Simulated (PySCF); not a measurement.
## Electron correlation in P+ (phosphorus, charge +1)

[Ne] 3s2 3p2, high-spin 3P determinant. Computed with PySCF 2.14 in aug-cc-pV(D+d)Z (5s4p3d, 32 functions), with no relativity, point nucleus. Frozen: [Ne]; 4 electrons correlated.

| level | correlation energy (mhartree) |
| --- | --- |
| CCSD | -73.02 |
| (T) | -1.14 |
| CCSD(T) | -74.16 |
| CCSDT | -74.60 |

Diagnostics: T1 = 0.0091, D1 = 0.0249, largest double amplitude 0.105.

Cost of the coupled-cluster step: of the order of 0.27 core-seconds, for 4 correlated electrons.

Iterations:

```
CC2 = 0
CCSD nocc = (np.int64(3), np.int64(1)), nmo = (27, 27)
frozen orbitals [[0, 1, 2, 3, 4], [0, 1, 2, 3, 4]]
max_cycle = 100
direct = 0
conv_tol = 1e-08
conv_tol_normt = 1e-06
diis_space = 8
diis_start_cycle = 0
Init t2, MP2 energy = -0.051221883821388
Init E_corr(UCCSD) = -0.0512218838215977
cycle = 1  E_corr(UCCSD) = -0.0658943676656978  dE = -0.0146724838  norm(t1,t2) = 0.054317
cycle = 2  E_corr(UCCSD) = -0.0703358157324163  dE = -0.00444144807  norm(t1,t2) = 0.0211212
cycle = 3  E_corr(UCCSD) = -0.0730085452439553  dE = -0.00267272951  norm(t1,t2) = 0.00977631
cycle = 4  E_corr(UCCSD) = -0.0730025137292575  dE = 6.0315147e-06  norm(t1,t2) = 0.00189317
cycle = 5  E_corr(UCCSD) = -0.0730280776832502  dE = -2.5563954e-05  norm(t1,t2) = 0.000297958
cycle = 6  E_corr(UCCSD) = -0.0730184807129996  dE = 9.59697025e-06  norm(t1,t2) = 5.49339e-05
cycle = 7  E_corr(UCCSD) = -0.0730226023038721  dE = -4.12159087e-06  norm(t1,t2) = 1.14718e-05
cycle = 8  E_corr(UCCSD) = -0.0730217424413065  dE = 8.59862566e-07  norm(t1,t2) = 3.00229e-06
cycle = 9  E_corr(UCCSD) = -0.0730217374899426  dE = 4.95136393e-09  norm(t1,t2) = 3.7072e-07
UCCSD converged
E(UCCSD) = -340.417845224118  E_corr = -0.07302173748994258
UCCSD(T) correction = -0.0011425190639998
```
